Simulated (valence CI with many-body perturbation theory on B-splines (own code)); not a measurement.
**As27+: E2, M1, M2 decay**

Calculated by configuration interaction combined with many-body perturbation theory (CI+MBPT): four valence electrons over a frozen Dirac-Fock core [He], radial functions for each j: 11 s, 11 p, 9 d, 7 f, 5 g, 2 h, 1 i, with the one-electron correlation potential Σ1 (screened to all orders), the two-electron term Σ2, the three-electron term Σ3, Breit, model QED; selected single and double excitations, second order for the rest (own B-spline code, finite nucleus).

The last digits are not significant, and no measured levels were compared; by estimate large intervals hold to a few tenths of a per cent, small ones and those within an open d or f shell to about a per cent. Among the levels kept, up to 260 cm⁻¹ of a level comes from second order outside the variational space, and about a tenth of that is noise between levels of different J, which matters for small intervals.

Lines 1 to 36 of 36 in falling wavelength, among levels below 15098 × 10³ cm⁻¹, chosen from the decays that carry over 1 % of a level's rate. Wavelengths and rates use the calculated energies. Electric multipoles are in the length gauge, E1 and E2 with the static RPA response of the core. S is in atomic units (e²a₀⁴ for E2 and M2, e²a₀⁶ for E3), for M1 in squared Bohr magnetons. Weak lines are less certain than strong ones. Lines between different terms over intervals too small for the method are left out, as are lines whose strength nearly cancels. The highest levels of a list are the least certain.

Levels are named by their leading jj configuration (3d3/2^4 stands for four electrons in 3d with j = 3/2), which in mixed levels can hold well under half, so a name can repeat and another be missing. Letters in brackets count levels of one name in rising energy.

| λ vac (nm) | Upper | Lower | Type | A (s⁻¹) | S (a.u.) |
| --- | --- | --- | --- | --- | --- |
| 139.5 | (2s^2 2p1/2 2p3/2) J=2 | (2s^2 2p1/2 2p3/2) J=1 | M1 | 2.73e+03 | 1.37e+00 |
| 38.91 | (2s^2 2p1/2 2p3/2) J=1 | (2s^2 2p1/2^2) J=0 | M1 | 2.50e+05 | 1.64e+00 |
| 31.99 | (2s^2 2p3/2^2) J=2 | (2s^2 2p1/2 2p3/2) J=2 | M1 | 3.06e+05 | 1.86e+00 |
| 30.42 | (2s^2 2p1/2 2p3/2) J=2 | (2s^2 2p1/2^2) J=0 | E2 | 5.34e+01 | 6.22e-04 |
| 26.02 | (2s^2 2p3/2^2) J=2 | (2s^2 2p1/2 2p3/2) J=1 | M1 | 3.47e+05 | 1.13e+00 |
| 17.95 | (2s^2 2p3/2^2) J=0 | (2s^2 2p1/2 2p3/2) J=1 | M1 | 1.68e+06 | 3.60e-01 |
| 0.8086 | (2s^2 2p3/2 3d5/2) J=4 | (2s 2p3/2^3) J=2 | E2 | 5.75e+07 | 1.60e-05 |
| 0.7911 | (2s^2 2p3/2 3d5/2) J=4 | (2s 2p1/2 2p3/2^2) J=2 [b] | E2 | 1.46e+08 | 3.63e-05 |
| 0.7766 | (2s^2 2p3/2 3d5/2) J=4 | (2s 2p1/2 2p3/2^2) J=3 | E2 | 6.75e+07 | 1.53e-05 |
| 0.7710 | (2s^2 2p3/2 3d5/2) J=4 | (2s 2p1/2 2p3/2^2) J=2 [a] | E2 | 4.77e+07 | 1.04e-05 |
| 0.7642 | (2s 2p3/2^2 3p3/2) J=4 | (2s 2p3/2^3) J=2 | E2 | 1.06e+09 | 2.22e-04 |
| 0.7594 | (2s 2p1/2 2p3/2 3p3/2) J=3 [a] | (2s 2p1/2 2p3/2^2) J=2 [a] | E2 | 1.27e+09 | 2.00e-04 |
| 0.7584 | (2s 2p1/2 2p3/2 3p3/2) J=4 | (2s 2p1/2 2p3/2^2) J=3 | E2 | 1.60e+09 | 3.22e-04 |
| 0.7558 | (2s^2 2p1/2 3p1/2) J=1 | (2s^2 2p1/2 2p3/2) J=2 | E2 | 8.51e+09 | 5.63e-04 |
| 0.7517 | (2s^2 2p1/2 3p1/2) J=1 | (2s^2 2p1/2 2p3/2) J=1 | E2 | 8.02e+09 | 5.16e-04 |
| 0.7509 | (2s^2 2p3/2 3p1/2) J=2 | (2s^2 2p3/2^2) J=2 | E2 | 9.91e+09 | 1.06e-03 |
| 0.7495 | (2s^2 2p1/2 3p1/2) J=0 | (2s^2 2p1/2 2p3/2) J=2 | E2 | 1.32e+10 | 2.78e-04 |
| 0.7492 | (2s^2 2p3/2 3p3/2) J=3 | (2s^2 2p3/2^2) J=2 | E2 | 4.48e+09 | 6.61e-04 |
| 0.7487 | (2s^2 2p3/2 3p3/2) J=1 | (2s^2 2p3/2^2) J=2 | E2 | 4.94e+09 | 3.11e-04 |
| 0.7486 | (2s 2p3/2^2 3p3/2) J=4 | (2s 2p1/2 2p3/2^2) J=2 [b] | E2 | 9.81e+08 | 1.85e-04 |
| 0.7483 | (2s^2 2p3/2 3d5/2) J=4 | (2s 2p1/2^2 2p3/2) J=2 | E2 | 4.59e+07 | 8.66e-06 |
| 0.7479 | (2s^2 2p1/2 3p3/2) J=2 | (2s^2 2p1/2 2p3/2) J=2 | E2 | 5.52e+09 | 5.77e-04 |
| 0.7439 | (2s^2 2p1/2 3p3/2) J=2 | (2s^2 2p1/2 2p3/2) J=1 | E2 | 2.63e+09 | 2.68e-04 |
| 0.7436 | (2s 2p1/2 2p3/2 3d5/2) J=5 | (2s 2p1/2 2p3/2^2) J=3 | M2 | 9.24e+07 | 2.06e-05 |
| 0.7385 | (2s^2 2p3/2 3p3/2) J=0 | (2s^2 2p3/2^2) J=2 | E2 | 2.09e+10 | 4.09e-04 |
| 0.7374 | (2s 2p1/2 2p3/2 3p3/2) J=3 [a] | (2s 2p1/2^2 2p3/2) J=2 | E2 | 8.22e+09 | 1.12e-03 |
| 0.7356 | (2s 2p3/2^2 3p3/2) J=4 | (2s 2p1/2 2p3/2^2) J=3 | E2 | 7.38e+09 | 1.28e-03 |
| 0.7333 | (2s 2p1/2 2p3/2 3p3/2) J=0 [b] | (2s 2p1/2 2p3/2^2) J=2 [a] | E2 | 6.67e+09 | 1.26e-04 |
| 0.7332 | (2s^2 2p3/2 3d5/2) J=4 | (2s^2 2p3/2^2) J=2 | M2 | 9.06e+07 | 1.54e-05 |
| 0.7320 | (2s^2 2p3/2 3p3/2) J=3 | (2s^2 2p1/2 2p3/2) J=2 | E2 | 5.58e+09 | 7.33e-04 |
| 0.7316 | (2s^2 2p3/2 3p3/2) J=1 | (2s^2 2p1/2 2p3/2) J=2 | E2 | 3.75e+09 | 2.11e-04 |
| 0.7315 | (2s 2p1/2 2p3/2 3p3/2) J=4 | (2s 2p1/2^2 2p3/2) J=2 | E2 | 1.05e+10 | 1.76e-03 |
| 0.7306 | (2s 2p3/2^2 3p3/2) J=4 | (2s 2p1/2 2p3/2^2) J=2 [a] | E2 | 6.01e+09 | 1.00e-03 |
| 0.7300 | (2s^2 2p1/2 3p3/2) J=2 | (2s^2 2p1/2^2) J=0 | E2 | 6.99e+09 | 6.46e-04 |
| 0.7282 | (2s^2 2p3/2 3p3/2) J=3 | (2s^2 2p1/2 2p3/2) J=1 | E2 | 5.19e+09 | 6.65e-04 |
| 0.6889 | (2s 2p1/2 2p3/2 3d3/2) J=4 | (2s^2 2p1/2 2p3/2) J=2 | E2 | 4.58e+09 | 5.70e-04 |
